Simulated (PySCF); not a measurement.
A side-by-side comparison of computed properties.

First species: C3H4FN.
Z-matrix (Å and degrees, GFN2-xTB geometry), rows numbered from 1:
```
C 
N   1  1.2596
C   2  1.3758  1  120.14
C   3  1.3313  2  122.11  1   179.96
F   4  1.3319  3  123.30  2    -0.01
H   1  1.0787  2  118.19  3  -179.95
H   1  1.0964  2  124.28  3    -0.08
H   3  1.0917  2  119.74  1     0.04
H   4  1.0807  3  124.32  2  -179.99
```

Second species: C8H7F2P.
Cartesian coordinates in Å at the GFN2-xTB level; atoms count from 1:
```xyz
18
C8H7F2P angstrom
C      2.505   -0.433   -0.434
C      2.449    0.850    0.316
F      3.688    1.353    0.556
P      1.183    1.812    0.866
C     -0.248    0.761    0.402
C     -0.439   -0.489    0.985
C     -1.557   -1.242    0.682
C     -2.488   -0.724   -0.202
F     -3.581   -1.454   -0.501
C     -2.332    0.521   -0.784
C     -1.211    1.265   -0.467
H      2.876   -1.234    0.208
H      1.525   -0.706   -0.814
H      3.205   -0.329   -1.264
H      0.294   -0.872    1.681
H     -1.720   -2.212    1.124
H     -3.083    0.893   -1.463
H     -1.074    2.243   -0.904
```

Levels: PBE0/pcSseg-1 for dipole moment, HOMO energy, LUMO energy and HOMO–LUMO gap; GFN2-xTB for rotational constant A and rotational constant C. Geometries: GFN2-xTB. Each structure is a single optimised conformer of the isolated species, non-relativistic unless stated. Electronic properties by PySCF.

The conformers computed, where there is a choice (atom-mapped SMILES and torsion angles):
- `[CH2:1]=[N:2]/[CH:3]=[CH:4]\[F:5]`: C1–N2–C3–C4 180°
- `[CH3:1]/[C:2]([F:3])=[P:4]\[c:5]1[cH:6][cH:7][c:8]([F:9])[cH:10][cH:11]1`: C2–P4–C5–C6 64°

Values for the first species:

```
Dipole moment         : 2.68 D
HOMO energy           : -7.22 eV
LUMO energy           : -1.22 eV
HOMO–LUMO gap         : 6.00 eV
Rotational constant A : 19.285 GHz
Rotational constant C : 2.555 GHz
```

Question: Estimate the same properties for the second species, and the change in each.

Answer: 
```tsv
property	first	second	second less first
dipole moment	2.68 D	1.80 D	-0.88 D
HOMO energy	-7.22 eV	-6.85 eV	+0.37 eV
LUMO energy	-1.22 eV	-1.57 eV	-0.35 eV
HOMO–LUMO gap	6.00 eV	5.28 eV	-0.72 eV
rotational constant A	19.285 GHz	2.596 GHz	-16.689 GHz
rotational constant C	2.555 GHz	0.431 GHz	-2.124 GHz
```

On the first: The dipole matches unit charges of opposite sign 0.56 Å apart (1 e·Å = 4.8032 D). A dipole of 2.68 D is allowed in Cs, and pure rotational transitions are dipole-allowed.

On the second: In atomic units the dipole is 0.71 e·bohr (1 au = 2.5417 D).
